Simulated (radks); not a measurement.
The selenium ion Se2+, 32 electrons, occupied as [Ar] 3d9 4s2 4p2 4f1 (not the ground configuration). All-electron calculation, scalar-relativistic Kohn-Sham, r2SCAN, spin-polarised, spherical densities, finite nucleus; open shells are filled with parallel spins first; meta-GGA in the generalised Kohn-Sham scheme; Fermi nuclear charge, rms radius 4.14 fm. Program: a radial shooting solver on a logarithmic mesh with Libxc functionals. Some entries of the table are withheld. Estimate them.

orbital  occ.  eigenvalue (hartree)  r(max) (bohr)
1s up       1             -462.5278        0.02880
1s down     1             -462.5184        0.02880
2s up       1             -61.35563         0.1643
2s down     1             -61.30444         0.1643
2p up       3             -54.10142         0.1318
2p down     3             -54.05758         0.1318
3s up       1              -9.72951         0.4993
3s down     1              -9.64833         0.4998
3p up       3              -7.42487         0.4971
3p down     3              -7.34133         0.4978
3d up       5              -3.64067         0.4477
3d down     4              -3.54977         0.4490
4s up       1              -1.82205          1.410
4s down     1              -1.68839          1.408
4p up       2              -1.30016          1.574
4p down     0              -1.16359          1.566
4d up       0              -0.59405          2.104
5s up       0              -0.53777          3.575
5p up       0                   (1)          4.188
4d down     0              -0.41674          2.022
4f up       1              -0.23050            (2)

Answer. 
(1) 5p up eigenvalue (hartree): -0.41981
(2) 4f up r(max) (bohr): 4.922
